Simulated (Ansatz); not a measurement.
Born–Oppenheimer molecular dynamics of H6O2SSn (10 atoms, charge 0, multiplicity 1). It starts at the highest image of a converged band. Of that band: The profile has 2 maxima (images 4, 7) with wells between them (image 6): this band takes more than one step, which may be the mechanism or a detour left from its start path. A vibrational analysis at the climbing image gives one clearly imaginary mode, 878i cm⁻¹: a first-order saddle point.

Method: RKS PBE0/def2-SVP (Ansatz 0.2.0).

* ensemble: NVE (velocity Verlet)
* time step: 0.5 fs
* steps asked: 153
* starting velocities drawn for: 300 K
* seed: 5079

First frame:

```xyz
10
Properties=species:S:1:pos:R:3
Sn 0.034 -0.288 0.037
O 0.193 -0.218 2.151
H -0.595 -0.008 2.671
H 1.469 0.166 -0.766
H -1.123 1.008 0.008
O -1.094 -1.781 -0.660
H -1.945 -1.432 -0.954
S 1.388 -2.465 1.177
H 0.254 -3.167 0.956
H 0.711 -1.385 2.114
```

Problem. What does the run give?

Solution. The run went to its last step.

```json
{
 "steps done": "153",
 "time covered": "76.5 fs",
 "mean temperature over the second half": "764 K",
 "spread of the potential energy over the second half": "15.0 meV per atom",
 "mean potential energy of the second half above the start": "-47.8 meV per atom"
}
```

The conserved energy stayed within 0.33 meV per atom of its start (net change 0.098 meV per atom), so the integration is sound. The kinetic energy rose, since the run started high on the potential surface and went downhill. It ends in pieces (H2O + H4OSSn), so much of that is their flight and rotation, not heat. A run of 0.076 ps of so small a system gives no equilibrium averages. The orbitals stay closed-shell, which can raise the energy where a bond breaks towards radicals; this wasn't checked here.

Problem. What happens to the structure?

Solution. Between its relaxed ends the band would form Sn1–S8, O2–H10 and break Sn1–O2, S8–H10. These pairs go: Sn1–S8 2.81 → 2.29 Å, O2–H10 1.28 → 0.95 Å, Sn1–O2 2.12 → 3.04 Å, S8–H10 1.58 → 2.80 Å. In the last frame they stand as after the step (other bonds may differ from the relaxed reactants and products). It ends as H2O + H4OSSn. Pairs count as bonded within 1.25 times the sum of covalent radii (0.12 Å more for H–H). This is one draw of velocities; another would differ in detail.

Problem. How do temperature and energy run in time?

Solution. 
```tsv
time (fs)	T (K)	potential energy less start (eV)	conserved less start (meV/atom)
0	300	0.000	0.00
2.5	209	0.097	0.26
5	218	0.086	0.15
7.5	209	0.096	0.16
10	177	0.130	0.23
12.5	241	0.061	0.01
15	158	0.149	0.28
17.5	257	0.045	0.02
20	226	0.079	0.19
22.5	238	0.066	0.20
25	320	-0.019	0.11
27.5	306	-0.004	0.28
30	424	-0.128	0.01
32.5	376	-0.076	0.26
35	462	-0.167	0.05
37.5	485	-0.190	0.11
40	472	-0.175	0.24
42.5	578	-0.287	0.05
45	543	-0.249	0.32
47.5	675	-0.388	0.02
50	660	-0.369	0.24
52.5	741	-0.455	0.08
55	789	-0.505	0.06
57.5	780	-0.494	0.25
60	900	-0.621	-0.01
62.5	845	-0.560	0.30
65	919	-0.640	0.08
67.5	912	-0.631	0.19
70	916	-0.635	0.17
72.5	935	-0.656	0.00
75	813	-0.528	0.27
```

Run time: 8.9 min on 2 threads of Arm Neoverse V1, with other jobs on the host, peak memory 0.24 GiB.
